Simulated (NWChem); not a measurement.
Atomisation of silicon dioxide molecule (O₂Si)

```xyz
3

O      0.0000     0.0000    -1.5406
Si     0.0000     0.0000     0.0000
O      0.0000     0.0000     1.5406
```
Charge 0, spin multiplicity 1.

The numbers come from NWChem runs, not from measurements. The geometry was optimised at PBE/def2-SVP, a minimum by its harmonic frequencies.

Basis set: def2-TZVP. The atomisation energy is electronic alone: no zero-point, thermal, spin-orbit or counterpoise terms. No value is extrapolated to the basis-set limit. Free atoms are single determinants with multiplicities O 3, Si 3.

B3LYP has NWChem's definition, with VWN1-RPA local correlation. The stability of the SCF solutions was not checked. Open-shell Hartree-Fock references start from PBE0 orbitals.

Question: For the atomisation energy, HF gives 149.7 kcal/mol and PBE0 gives 282.6 kcal/mol. What do PBE, B3LYP, BP86 give?

Answer: PBE: 309.3 kcal/mol; B3LYP: 287.5 kcal/mol; BP86: 309.3 kcal/mol.
